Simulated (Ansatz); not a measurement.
Na₃Br₄, relaxed as a doublet with UKS r2SCAN-D4/def2-SVP in Ansatz, starting from the GFN2-xTB geometry. Force threshold 0.02 eV/Å.

In the doublet, Br6 and Br7 lie 2.96 Å apart (atoms count from 1), so these atoms are partly bonded to each other. Another isomer (doublet) lies 0.04 eV lower at PBE0-D4/def2-SVP; other spin states weren't run for this one.

Start:

```xyz
7

Na    1.600    0.284   -1.634
Na   -2.358    1.762    1.331
Na   -0.800   -2.393    1.721
Br   -2.490   -0.553    2.599
Br    1.037   -1.981   -0.135
Br   -0.507    1.723   -0.563
Br    3.518    1.157   -3.319
```

Question: Estimate the energy that the relaxation releases and the steps that it takes.

Answer: 0.87 eV, in 39 steps; 10 min on 4 threads of Arm Neoverse V1 on a shared host. The force fell under the threshold at step 12, but the optimiser went on and released 0.570 eV more. No frequencies were taken in this run, so the end may be a saddle point.

Question: Does the start keep its bonding?

Answer: Bonds formed: Na2–Br7 (atoms count from 1). Metal–metal contacts that move far: Na1–Na3 4.92 to 3.74 Å, Na2–Na3 4.45 to 3.74 Å. The end is the same structure that another start reached.

Question: Predict the relaxed structure.

Answer: 
```xyz
7

Na    1.771   -0.579   -1.495
Na   -0.911    2.058    0.788
Na   -0.870   -1.679    0.919
Br   -1.847    0.268    2.506
Br    1.322   -2.823   -0.155
Br   -0.891    0.556   -1.694
Br    1.426    2.200   -0.869
```
Bond lengths (bridged metal pairs left out): 8 × Br–Na 2.65 to 2.90 Å.
